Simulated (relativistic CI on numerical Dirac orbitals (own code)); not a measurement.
Method of calculation: Dirac-Coulomb-Breit CI, orbitals from a KLI potential per configuration, model QED (radiative potential, 1s self-energy scaled to tabulated hydrogen-like ionisation energies), unscaled Slater integrals (own radial code, finite nucleus).

The strongest absorption lines from the ground level of an ion, among the configurations computed and to levels below about 1120 eV (vacuum wavelength in nm, gf): 1.5476 (0.16), 1.7656 (0.54), 4.4299 (2.6), 6.1464 (1.3), 7.9059 (0.0084).

(1) Which ion is it?
A. Hf36+
B. Re39+
C. Re37+
D. Tl45+

Results:

(1) B. Re39+ has 36 electrons and the ground level 4s2.4p6 1S_0; the strongest line goes to 4s2.4p5.4d 1P°_1. The pattern of lines fixes the number of electrons, and along that sequence the line energies rise steadily with the charge (about as its square where n changes within one kind of shell, about linearly where n is kept but much faster in heavy ions where fine structure, which grows about as Z⁴, sets the gap, and irregularly where shells cross), which fixes Z. Configurations outside the model, such as inner-shell arrays, can give stronger lines. At this charge energies of transitions that change n are usually good to better than 1 %, and those within a shell (Δn = 0) to a few per cent.

LS names give the leading component of a level, which can be under half, so a name can repeat, a term be missing and a line seem to break the LS rules.
